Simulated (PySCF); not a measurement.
Si(OSiH3)2(H)(Me) (CH10O2Si3), SMILES C[SiH](O[SiH3])O[SiH3]. Atoms are numbered in the order given.

```xyz
16

Si    -0.0716    -0.9180    -0.7055
C      0.1959    -2.6364    -0.0451
O      1.3225    -0.0265    -0.5691
Si     2.1261     1.0640     0.3903
O     -1.2655    -0.1929     0.1924
Si    -2.1753     1.1761     0.4288
H     -0.4578    -0.9086    -2.1402
H      0.4648    -2.5995     1.0228
H     -0.7189    -3.2418    -0.1477
H      1.0091    -3.1425    -0.5894
H      3.4006     1.4333    -0.2819
H      1.2961     2.2882     0.5880
H      2.4267     0.4696     1.7257
H     -3.5565     0.7756     0.8130
H     -1.5793     1.9942     1.5223
H     -2.2265     1.9942    -0.8188
```
Charge 0, spin multiplicity 1.

The structure is a stationary point at B3LYP-D3(BJ)/def2-SVP. The values are those of a single conformer.

Two levels are set side by side: PBE/pcSseg-1 (PySCF) and HF/pcSseg-1 (PySCF). GIAO shifts against H2O (¹⁷O), TMS (²⁹Si), TMS (¹H), TMS (¹³C) at the same level; non-relativistic, no solvent, atoms listed together averaged. Differences are taken from unrounded values.

| quantity | HF | PBE | PBE minus HF |
|---|---|---|---|
| δ(²⁹Si) of Si1 (ppm) | -26.2 | -17.7 | 8.6 |
| δ(¹³C) of C2 (ppm) | 3.2 | 3.4 | 0.2 |
| δ(¹⁷O) of O3, O5 (ppm) | 27.9 | 60.6 | 32.7 |
| δ(¹H) of H7 (ppm) | 4.53 | 5.47 | 0.95 |

Rough cost on one machine, each run with all the roots and properties that it gave: HF against PBE within a factor of 2.
